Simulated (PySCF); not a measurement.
Radial density of Ga²⁺ (gallium, charge +2)

UHF, [Ar] 3d10 4s1, 2S determinant. All numbers are calculated (PySCF 2.14, a scalar-relativistic core potential, in aug-cc-pVQZ-PP with one added diffuse shell each of s, p, d, f, g type with ECP10MDF (8s7p6d4f3g, 114 functions)). This is the valence pseudo-density: the core potential removes the inner electrons and smooths the orbitals near the nucleus.

```tsv
r (bohr)	4πr²ρ (e/bohr)	4πr²(ρα − ρβ)
0.00178	1.452e-05	0.0000
0.00299	3.983e-05	0.0000
0.00503	0.0001047	0.0000
0.00846	0.0002569	0.0000
0.0142	0.0005935	0.0000
0.0239	0.001330	0.0001
0.0403	0.004580	0.0001
0.0677	0.03886	0.0000
0.114	0.3929	-0.0015
0.192	2.790	-0.0092
0.322	12.97	0.0041
0.542	26.79	0.0385
0.912	13.51	0.0165
1.53	2.406	0.5400
2.58	0.4433	0.3721
4.34	0.02324	0.0230
7.30	2.436e-05	0.0000
```

Energies and moments cover only the electrons outside the core potential.

Where is the radial spin density 4πr²(ρα − ρβ) most negative, and why is it negative at all?

Around r = 0.192 bohr, down to -0.0092 e/bohr: exchange with the open shell polarises the paired shells in an unrestricted calculation.
